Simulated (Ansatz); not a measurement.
Geometry optimisation, Ansatz, RHF/6-31G.

input.yaml

```yaml
crystal:
  periodic: [false, false, false]
  atoms:
    - { symbol: O, position_ang: [-1.36, -1.6111, 0.0366] }
    - { symbol: Si, position_ang: [0.2508, -1.6322, 0.0016] }
    - { symbol: C, position_ang: [1.005, 0.0301, 0.4135] }
    - { symbol: "N", position_ang: [0.7404, 1.1727, -0.4394] }
    - { symbol: C, position_ang: [-0.7199, 1.5711, -0.3408] }
    - { symbol: F, position_ang: [-1.1046, 1.55, 0.977] }
    - { symbol: H, position_ang: [-1.7723, -1.1862, 0.8341] }
    - { symbol: H, position_ang: [0.7138, -2.0136, -1.3685] }
    - { symbol: H, position_ang: [0.692, -2.6487, 1.0102] }
    - { symbol: H, position_ang: [2.1266, -0.0927, 0.3783] }
    - { symbol: H, position_ang: [0.8254, 0.2753, 1.4971] }
    - { symbol: H, position_ang: [0.896, 0.965, -1.394] }
    - { symbol: H, position_ang: [-1.4462, 0.9714, -0.9204] }
    - { symbol: H, position_ang: [-0.8599, 2.6195, -0.6566] }
basis:
  gaussian: { orbitals: "6-31G" }
hamiltonian:
  xc: hf
relax:
  f_tol: 0.02
  max_steps: 50
output:
  orbitals: {}
```

Command:

```bash
$ ansatz run input.yaml --threads 1 --pin off --max-ram 2048MiB --backend cpu --events-out ev --progress --plain --runs-dir out
```

Question: Where does it end, and by what steps?

Answer: The forces met the threshold. The force dipped under the threshold on the way, but the program's further checks kept it going. Limits of this set-up: no polarisation functions. After 46 steps the energy has fallen by 1.249 eV; H7 moved furthest, 1.21 Å.

| step | energy less start (eV) | largest force component (eV/Å) | accepted |
| --- | --- | --- | --- |
| 0 | 0.0000 | 4.582 | yes |
| 2 | -0.7940 | 0.793 | yes |
| 4 | -0.8610 | 0.677 | yes |
| 6 | -0.9177 | 1.521 | yes |
| 8 | -1.1106 | 1.663 | yes |
| 10 | -1.2173 | 0.213 | yes |
| 12 | -1.2250 | 0.127 | yes |
| 14 | -1.2271 | 0.147 | yes |
| 16 | -1.2285 | 0.040 | yes |
| 18 | -1.2290 | 0.030 | yes |
| 20 | -1.2291 | 0.021 | yes |
| 22 | -1.2292 | 0.033 | yes |
| 24 | -1.2292 | 0.053 | yes |
| 26 | -1.2293 | 0.024 | yes |
| 28 | -1.2048 | 1.086 | no |
| 30 | -1.2294 | 0.008 | yes |
| 32 | -1.2298 | 0.030 | yes |
| 34 | -1.2305 | 0.190 | yes |
| 36 | -1.2329 | 0.152 | yes |
| 38 | -1.2298 | 0.250 | no |
| 40 | -1.2445 | 0.026 | yes |
| 42 | -1.2471 | 0.035 | yes |
| 44 | -1.2487 | 0.065 | yes |
| 46 | -1.2492 | 0.019 | yes |

```xyz
14
Properties=species:S:1:pos:R:3
O -1.433 -1.507 0.233
Si 0.257 -1.699 0.080
C 1.037 0.020 0.363
N 0.515 1.007 -0.586
C -0.714 1.626 -0.311
F -0.613 2.534 0.812
H -2.138 -2.134 0.178
H 0.598 -2.213 -1.278
H 0.753 -2.674 1.102
H 2.105 -0.080 0.199
H 0.907 0.345 1.391
H 1.204 1.604 -0.984
H -1.461 0.908 -0.032
H -1.030 2.234 -1.139
```

Whether the end is a true minimum wasn't checked by a vibrational analysis.

The run took 2.5 min on 1 thread of Arm Neoverse V1, with other jobs on the host, peak memory 0.18 GiB.
